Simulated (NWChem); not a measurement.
GeBr2, singlet; SMILES [Ge]([Br])[Br]

All runs: NWChem. Pople sets run with spherical d functions. Medium grid unless said otherwise, to which SCAN and Minnesota functionals are sensitive. Low-valent species are run as closed-shell singlets; no triplet was tried in these runs. The geometry was optimised at PBE0/def2-SVP. Total energies of different functionals are on different scales.

```json
[
 {"level": "B3LYP/6-31G*", "energy (Ha)": "-7224.6069", "highest occupied level (eV)": "-7.61", "orbital gap (eV)": "4.15", "dipole (D)": "1.92"},
 {"level": "PBE/6-31G*", "energy (Ha)": "-7223.4286", "highest occupied level (eV)": "-6.76", "orbital gap (eV)": "2.81", "dipole (D)": "1.68"},
 {"level": "r2SCAN/6-31G*", "energy (Ha)": "-7224.4473", "highest occupied level (eV)": "-7.06", "orbital gap (eV)": "3.08", "dipole (D)": "1.76"},
 {"level": "KT2/6-31G*", "energy (Ha)": "-7252.5758", "highest occupied level (eV)": "-6.83", "orbital gap (eV)": "2.80", "dipole (D)": "1.68"},
 {"level": "PW91/6-31G*", "energy (Ha)": "-7224.9540", "highest occupied level (eV)": "-6.81", "orbital gap (eV)": "2.80", "dipole (D)": "1.67"},
 {"level": "LRC-wPBEh/6-31G*", "energy (Ha)": "-7223.6367", "highest occupied level (eV)": "___", "orbital gap (eV)": "___", "dipole (D)": "___"},
 {"level": "LC-BLYP (range parameter 0.33 per bohr)/6-31G*", "energy (Ha)": "-7223.5303", "highest occupied level (eV)": "-9.92", "orbital gap (eV)": "8.47", "dipole (D)": "2.06"},
 {"level": "BP86/6-31G*", "energy (Ha)": "-7225.3288", "highest occupied level (eV)": "-6.88", "orbital gap (eV)": "2.80", "dipole (D)": "1.71"}
]
```

**Question.** What belongs in the gaps?

**Answer.** 
- LRC-wPBEh/6-31G*, highest occupied level (eV): -9.59
- LRC-wPBEh/6-31G*, orbital gap (eV): 7.90
- LRC-wPBEh/6-31G*, dipole (D): 2.00
